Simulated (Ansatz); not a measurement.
`CBC[SiH2]F` → `CBC` + `F[SiH]` at 298.15 K and 1 bar (silylene formation by 1,1-elimination).

Computed with Ansatz on PBE0-D4/def2-TZVP structures; ΔE is electronic, products minus reactants. CCSD(T)/CBS adds triple-zeta CCSD(T) − MP2 to the extrapolated MP2 energy (def2 sets, frozen cores). This one scheme is used for every species. Each species was taken in one conformer, which may not be the lowest.

| species | CCSD(T)/CBS energy (Eh) | H − E (kJ/mol) | S (J/(mol·K)) |
| --- | --- | --- | --- |
| `CBC[SiH2]F` | -494.66261 | 275.2 | 371.0 |
| `CBC` | -105.11307 | 238.0 | 286.3 |
| `F[SiH]` | -389.46371 | 32.3 | 239.1 |

H − E and S are ideal-gas, rigid-rotor, harmonic terms from PBE0-D4/def2-TZVP, for one conformer and one mirror image of each species. 1 Eh = 2625.50 kJ/mol, R = 8.31446 J/(mol·K).

Q: By hand: ΔE, ΔH, ΔS and ΔG.

A: ΔE = (-105.11307) + (-389.46371) − (-494.66261) = 0.08583 Eh = 225.3 kJ/mol. Δ(H − E) = 238.0 + 32.3 − 275.2 = -4.9, so ΔH = 220.4 kJ/mol. ΔS = 286.3 + 239.1 − 371.0 = 154.4 J/(mol·K). ΔG = 220.4 − 298.15 × (154.4)/1000 = 174.4 kJ/mol.

Q: By hand: the equilibrium constant, and the temperature at which ΔG would vanish if ΔH and ΔS stayed fixed.

A: log₁₀ K = −ΔG/(RT ln 10) = -30.6. ΔG = 0 at ΔH/ΔS = 1427 K.

The number of gas molecules changes by +1, which sets the sign of ΔS. A doubt of 5 kJ/mol in ΔE shifts log₁₀ K by 0.9 here. Other conformers and mirror images would add mixing entropy, several J/(mol·K) or more a flexible species. Modes under 60 cm⁻¹, often nearly free rotors, make the harmonic entropy too high. These are equilibria of isolated gas molecules and say nothing of rates. Largest T1 diagnostic: 0.015 (customary marks: 0.02 for closed shells, 0.045 for open ones).
